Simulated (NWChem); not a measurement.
Molecule: CH6AlNO; SMILES C[NH][AlH][OH]

```xyz
10

Al    -0.5245    -0.7123     0.0000
H     -1.8904    -1.5123     0.0000
N     -0.5338     1.0587     0.0000
C      0.5889     1.9679     0.0000
H     -1.4255     1.5443     0.0000
H      0.6084     2.6249     0.8899
H      0.6084     2.6249    -0.8899
H      1.5320     1.4006     0.0000
O      1.0068    -1.4655     0.0000
H      1.1705    -2.4085     0.0000
```
Atoms are numbered in this order, from 1.

Level: PBE0/def2-SVP (NWChem), optimised geometry, unscaled harmonic frequencies. 

```json
[
 {"frequency (cm⁻¹)": "121", "IR intensity (km/mol)": "1.4"},
 {"frequency (cm⁻¹)": "155", "IR intensity (km/mol)": "3.3"},
 {"frequency (cm⁻¹)": "179", "IR intensity (km/mol)": "13.8"},
 {"frequency (cm⁻¹)": "290", "IR intensity (km/mol)": "74.2"},
 {"frequency (cm⁻¹)": "344", "IR intensity (km/mol)": "15.3"},
 {"frequency (cm⁻¹)": "478", "IR intensity (km/mol)": "28.6"},
 {"frequency (cm⁻¹)": "531", "IR intensity (km/mol)": "221.4"},
 {"frequency (cm⁻¹)": "545", "IR intensity (km/mol)": "242.0"},
 {"frequency (cm⁻¹)": "646", "IR intensity (km/mol)": "28.8"},
 {"frequency (cm⁻¹)": "722", "IR intensity (km/mol)": "60.8"},
 {"frequency (cm⁻¹)": "898", "IR intensity (km/mol)": "174.9"},
 {"frequency (cm⁻¹)": "1080", "IR intensity (km/mol)": "17.2"},
 {"frequency (cm⁻¹)": "1140", "IR intensity (km/mol)": "0.0"},
 {"frequency (cm⁻¹)": "1181", "IR intensity (km/mol)": "106.4"},
 {"frequency (cm⁻¹)": "1391", "IR intensity (km/mol)": "41.9"},
 {"frequency (cm⁻¹)": "1450", "IR intensity (km/mol)": "21.2"},
 {"frequency (cm⁻¹)": "1470", "IR intensity (km/mol)": "2.8"},
 {"frequency (cm⁻¹)": "1495", "IR intensity (km/mol)": "5.9"},
 {"frequency (cm⁻¹)": "1961", "IR intensity (km/mol)": "179.9"},
 {"frequency (cm⁻¹)": "3004", "IR intensity (km/mol)": "102.2"},
 {"frequency (cm⁻¹)": "3065", "IR intensity (km/mol)": "45.7"},
 {"frequency (cm⁻¹)": "3139", "IR intensity (km/mol)": "13.3"},
 {"frequency (cm⁻¹)": "3619", "IR intensity (km/mol)": "17.6"},
 {"frequency (cm⁻¹)": "4003", "IR intensity (km/mol)": "110.5"}
]
```

zero-point energy: 47.0 kcal/mol
thermal correction to the enthalpy at 298.15 K (with zero-point energy): 51.7 kcal/mol
heat capacity Cv: 21.9 cal/(mol K)
entropy at 298.15 K and 1 atm (symmetry number 1): 77.8 cal/(mol K)
dipole moment: 0.42 D

Rigid rotor and harmonic oscillator.
